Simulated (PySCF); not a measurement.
**Radial density of Br(2+) (bromine, charge +2)**

TPSS, [Ar] 3d10 4s2 4p3, high-spin 4S determinant. Calculation: PySCF 2.14, in cc-pVTZ-PP with ECP10MDF (5s4p3d1f, 39 functions); scalar relativity through the core potential. This is the valence pseudo-density: the core potential removes the inner electrons and smooths the orbitals near the nucleus.

| r (bohr) | 4πr²ρ (e/bohr) | 4πr²(ρα − ρβ) |
| --- | --- | --- |
| 0.000576 | 2.310e-05 | 0.0000 |
| 0.000968 | 6.518e-05 | 0.0000 |
| 0.00163 | 0.0001831 | 0.0000 |
| 0.00274 | 0.0005076 | 0.0000 |
| 0.00461 | 0.001360 | 0.0000 |
| 0.00775 | 0.003370 | 0.0000 |
| 0.0130 | 0.007352 | 0.0000 |
| 0.0219 | 0.01442 | 0.0000 |
| 0.0369 | 0.02749 | 0.0000 |
| 0.0620 | 0.1073 | 0.0002 |
| 0.104 | 0.8475 | 0.0010 |
| 0.176 | 5.439 | 0.0211 |
| 0.295 | 21.52 | 0.2353 |
| 0.497 | 33.94 | 0.2900 |
| 0.835 | 12.11 | 0.1800 |
| 1.41 | 4.328 | 1.9414 |
| 2.36 | 1.501 | 1.0502 |
| 3.98 | 0.05266 | 0.0437 |
| 6.69 | 0.0009583 | 0.0010 |

Energies and moments cover only the electrons outside the core potential.
